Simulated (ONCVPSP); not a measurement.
## Logarithmic derivatives: nitrogen, ONCV

```json
{"Element": "N (Z = 7)", "Generator": "ONCVPSP 4.0.1", "Type": "optimised norm-conserving Vanderbilt (ONCV)", "Functional": "PBE", "Relativity": "scalar-relativistic", "Frozen core": "[He]", "Valence charge": "5", "Reference configuration": "2s2 2p2 (charge +1)", "Partial waves": "2s: rc 0.80 bohr, ncon 5, nbas 8, qcut 8.2 1/bohr, 2 projectors, debl 3.8 Ha; 2p: rc 2.15 bohr, ncon 4, nbas 8, qcut 5.7 1/bohr, 1 projector; d scattering state at 0.24 Ha: rc 1.85 bohr, ncon 4, nbas 9, qcut 5 1/bohr, 2 projectors, debl 1.9 Ha", "Local potential": "polynomial inside 0.50 bohr (lpopt 5, dvloc0 3 Ha)", "Core correction": "polynomial model core, fcfact 0.6"}
```

The phase is arctan(r·R′/R) of the radial function R(r), unwrapped; energies in Ha, scanned from -3 to 5 Ha. A pole is an energy at which the radial function vanishes at the test radius. The pseudo phase is shifted by a multiple of π to meet the all-electron one at the reference energy, and phase errors are pseudo minus all-electron; the curves can meet again beyond the range given. Levels narrower than the energy grid can be missing from the lists of poles.

```
channel  radius (bohr)  reference energy (Ha)  poles, all-electron  poles, pseudo  unbroken range about the reference energy with phases within 0.05 rad  phase error 1 Ha above the reference energy (rad)
      s           0.81                  -1.19                 none           none                                                        the whole range                                             -0.000
      p           2.18                  -0.76          -0.55, 2.74    -0.55, 2.58                                                              below 0.0                                             +0.115
      d           1.88                   0.24                 2.50    -1.15, 2.50                                                            -1.0 to 4.0                                             +0.001
```

Note: ghosts flagged at negative energy: d at -31.5 eV; GHOST(+) flags only above 600 eV. A true bound ghost makes a file unfit for plane-wave use.

Phases in the p channel:

| E (Ha) | all-electron | pseudo |
| --- | --- | --- |
| -2.98 | 1.310 | 1.310 |
| -2.76 | 1.293 | 1.293 |
| -2.54 | 1.273 | 1.273 |
| -2.32 | 1.247 | 1.248 |
| -2.10 | 1.214 | 1.216 |
| -1.88 | 1.169 | 1.171 |
| -1.66 | 1.102 | 1.105 |
| -1.44 | 0.986 | 0.991 |
| -1.22 | 0.729 | 0.739 |
| -1.00 | -0.082 | -0.068 |
| -0.78 | -1.177 | -1.177 |
| -0.56 | -1.560 | -1.556 |
| -0.34 | -1.748 | -1.735 |
| -0.12 | -1.903 | -1.873 |
| 0.10 | -2.092 | -2.025 |
| 0.32 | -2.402 | -2.244 |
| 0.54 | -2.968 | -2.616 |
| 0.76 | -3.655 | -3.214 |
| 0.98 | -4.080 | -3.786 |
| 1.20 | -4.300 | -4.126 |
| 1.42 | -4.427 | -4.316 |
| 1.64 | -4.509 | -4.434 |
| 1.86 | -4.568 | -4.517 |
| 2.08 | -4.614 | -4.582 |
| 2.30 | -4.651 | -4.638 |
| 2.52 | -4.684 | -4.695 |
| 2.74 | -4.713 | -4.766 |
| 2.96 | -4.741 | -4.884 |
| 3.18 | -4.770 | -5.239 |
| 3.40 | -4.801 | -6.882 |
| 3.62 | -4.836 | -7.486 |
| 3.84 | -4.880 | -7.630 |
| 4.06 | -4.938 | -7.697 |
| 4.28 | -5.025 | -7.738 |
| 4.50 | -5.175 | -7.766 |
| 4.72 | -5.488 | -7.788 |
| 4.94 | -6.203 | -7.806 |
